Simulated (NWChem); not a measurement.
System: C₂H₇FSi; SMILES C[C@@H](F)[SiH3]

Here is an NWChem input.

```
start job
memory heap 200 mb stack 900 mb global 1100 mb
geometry units angstroms noautosym nocenter noautoz
  C      1.150254    -1.283095     0.129878
  C     -0.035163    -0.500275    -0.388853
  F     -1.205100    -1.030585     0.149584
  Si    -0.015779     1.361996     0.037986
  H      1.233102    -1.199750     1.224421
  H      1.045887    -2.349604    -0.123780
  H      2.086889    -0.914662    -0.316048
  H     -0.100947    -0.614083    -1.487500
  H     -1.256587     2.007492    -0.481945
  H      0.052730     1.529213     1.520658
  H      1.179408     2.007796    -0.589414
end
basis spherical
  * library def2-svp
end
dft
  xc pbe0
  iterations 150
end
cosmo
  do_cosmo_smd true
  solvent water
end
task dft energy
```

Excerpt of the output:

```
             Northwest Computational Chemistry Package (NWChem) 7.3.0
             --------------------------------------------------------

                             Geometry "geometry" -> ""
                             -------------------------

 Output coordinates in angstroms (scale by  1.889725989 to convert to a.u.)

  No.       Tag          Charge          X              Y              Z
 ---- ---------------- ---------- -------------- -------------- --------------
    1 C                    6.0000     1.15025400    -1.28309500     0.12987800
    2 C                    6.0000    -0.03516300    -0.50027500    -0.38885300
    3 F                    9.0000    -1.20510000    -1.03058500     0.14958400
    4 Si                  14.0000    -0.01577900     1.36199600     0.03798600
    5 H                    1.0000     1.23310200    -1.19975000     1.22442100
    6 H                    1.0000     1.04588700    -2.34960400    -0.12378000
    7 H                    1.0000     2.08688900    -0.91466200    -0.31604800
    8 H                    1.0000    -0.10094700    -0.61408300    -1.48750000
    9 H                    1.0000    -1.25658700     2.00749200    -0.48194500
   10 H                    1.0000     0.05273000     1.52921300     1.52065800
   11 H                    1.0000     1.17940800     2.00779600    -0.58941400

 Effective nuclear repulsion energy (a.u.)     172.2544038846

                                 NWChem DFT Module
                                 -----------------

 Summary of "ao basis" -> "ao basis" (spherical)
 ------------------------------------------------------------------------------
       Tag                 Description            Shells   Functions and Types
 ---------------- ------------------------------  ------  ---------------------
 C                          def2-svp                 6       14   3s2p1d
 F                          def2-svp                 6       14   3s2p1d
 Si                         def2-svp                 8       18   4s3p1d
 H                          def2-svp                 3        5   2s1p

 in cosmo_initialize ...
 calling solv_data for solv:h2o

 solvent parameters
 solvname_short: h2o
 solvname_long:  water
 dielec:       78.4000
 dielecinf:     1.7769
 aqueous SMD model solvent descriptors
 dielec:       78.4000
 sola:          0.8200

[...]

                                COSMO-SMD solvation results
                                ---------------------------

             internal energy in gas <Psi(g)|H|Psi(g)> =      -469.196306927534
         internal energy in solvent <Psi(s)|H|Psi(s)> =      -469.195628277496
                               delta internal energy  =         0.000678650038 (    0.43 kcal/mol)
   total free energy in solvent <Psi(s)|H+V/2|Psi(s)> =      -469.200613916001
 polarization energy contribution <Psi(s)|V/2|Psi(s)> =        -0.004985638506 (   -3.13 kcal/mol)
    total free energy in solvent including G(SMD-CDS) =      -469.194760307121
                       G(SMD-CDS) energy contribution =         0.005853608880 (    3.67 kcal/mol)
     1 M fixed-concentration free energy of solvation =         0.001546620413 (    0.97 kcal/mol)

                       DFT Final Molecular Orbital Analysis
                       ------------------------------------

 Vector   19  Occ=2.000000D+00  E=-3.566548D-01
              MO Center=  1.4D-01,  1.6D+00, -3.0D-01, r^2= 2.8D+00
   Bfn.  Coefficient  Atom+Function         Bfn.  Coefficient  Atom+Function
  ----- ------------  ---------------      ----- ------------  ---------------
    91      0.340596  11 H  s                50      0.282455   4 Si px
    81     -0.281159   9 H  s                53      0.197910   4 Si px
    92      0.188539  11 H  s                47     -0.159914   4 Si px
    82     -0.160150   9 H  s                33     -0.112248   3 F  py
     5     -0.087704   1 C  py               36      0.083171   3 F  py

 Vector   20  Occ=2.000000D+00  E=-3.443198D-01
              MO Center= -1.8D-01,  2.4D-02,  3.4D-02, r^2= 3.7D+00
   Bfn.  Coefficient  Atom+Function         Bfn.  Coefficient  Atom+Function
  ----- ------------  ---------------      ----- ------------  ---------------
    34      0.251847   3 F  pz               76     -0.217944   8 H  s
    20      0.215725   2 C  pz                4     -0.206879   1 C  px
    86     -0.207642  10 H  s                37     -0.182135   3 F  pz
    81      0.179364   9 H  s                32      0.172739   3 F  px
    18      0.155067   2 C  px               52     -0.143211   4 Si pz

 Vector   21  Occ=2.000000D+00  E=-3.007119D-01
              MO Center= -7.5D-02, -2.1D-01, -1.4D-01, r^2= 2.9D+00
   Bfn.  Coefficient  Atom+Function         Bfn.  Coefficient  Atom+Function
  ----- ------------  ---------------      ----- ------------  ---------------
    19      0.338861   2 C  py               33      0.292225   3 F  py
    51     -0.262739   4 Si py               36     -0.225577   3 F  py
    76     -0.189373   8 H  s                17      0.172822   2 C  s
    20      0.172504   2 C  pz               22      0.166165   2 C  py
    45      0.166829   4 Si s                66      0.161201   6 H  s

 Vector   22  Occ=0.000000D+00  E= 4.067175D-02
              MO Center=  1.5D-01,  1.2D+00,  1.4D-02, r^2= 4.7D+00
   Bfn.  Coefficient  Atom+Function         Bfn.  Coefficient  Atom+Function
  ----- ------------  ---------------      ----- ------------  ---------------
    54      1.337590   4 Si py               17      1.257921   2 C  s
    92     -0.532873  11 H  s                 3      0.517027   1 C  s
    22      0.487886   2 C  py               77     -0.423348   8 H  s
    72     -0.376623   7 H  s                82     -0.364404   9 H  s
    62     -0.299748   5 H  s                 7      0.204336   1 C  px

[...]
```

Level: PBE0/def2-SVP, SMD on the gas-phase geometry. Structure relaxed at the PBE0/def2-SVP level. Solvent: water.
